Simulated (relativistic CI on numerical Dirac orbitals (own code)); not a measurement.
Fe2+ in a cubic cluster: 2p photoemission with charge transfer

Computed with a charge-transfer multiplet model of a cubic metal-ligand cluster with up to 2 ligand holes, Slater and spin-orbit integrals from Dirac-Coulomb-Breit ions, Slater integrals scaled by 0.8. The ground state mixes d6 with configurations of k ligand holes L, whose averages lie at kΔ + k(k − 1)U_dd/2; a core hole lowers each added d electron by U_cd. 300 K, Lorentzian 0.6 eV and Gaussian 0.8 eV FWHM.

Atomic integrals in eV (Slater integrals scaled, ζ unscaled), ground: F2dd 8.723, F4dd 5.416, zeta_d 0.049; with the core hole: F2dd 10.208, F4dd 6.385, zeta_d 0.075, zeta_core 8.130, F2cd 5.984, G1cd 4.514, G3cd 2.566.

Cluster parameters (eV): Δ = 2.5, U_dd = 7.3, 10Dq = 1.55, 10Dq(ligand) = 0.9, V(eg) = 2.2, V(t2g) = -1.13, final-state hopping factor = 0.8.

```tsv
Case	n_d	d6	d7L	d8L2	S
U_cd = 8.6 eV	6.51	0.53	0.43	0.04	0.02
U_cd = 9.2 eV	6.51	0.53	0.43	0.04	0.02
U_cd = 10.4 eV	6.51	0.53	0.43	0.04	0.02
```

Weights, n_d and S are thermal averages at 300 K. Binding energies count from the first peak over 30 % of the highest in each spectrum, which can be another peak from case to case. The parameters are a model scan and need not match a compound or its usual spin state. Peaks in eV (height, largest 100):
- U_cd = 8.6 eV: 0.0 (100), 2.7 (17), 5.7 (11), 9.4 (20), 12.7 (56), 18.5 (5), 21.6 (11), 25.3 (5)
- U_cd = 9.2 eV: 0.0 (100), 2.8 (17), 5.4 (12), 9.3 (22), 12.8 (59), 18.0 (6), 21.7 (12), 25.8 (7)
- U_cd = 10.4 eV: 0.0 (100), 2.8 (18), 4.8 (14), 9.3 (26), 12.8 (51), 14.4 (39), 17.3 (11), 21.6 (16), 27.1 (10)

For the case U_cd = 9.2 eV, Δ = 2.5 eV is smaller than U_dd = 7.3 eV, the charge-transfer side of the Zaanen-Sawatzky-Allen scheme. With the core hole the configuration with one ligand hole lies at Δ − U_cd = -6.1, -6.7, -7.9 eV from the one without, in the order of the table; where this is negative the screened configuration lies lower.

With at most 2 ligand holes the space is cut while the next configuration still counts, so covalency is underestimated, and a final configuration with one more ligand hole, which can lie low, is missing from the spectra.
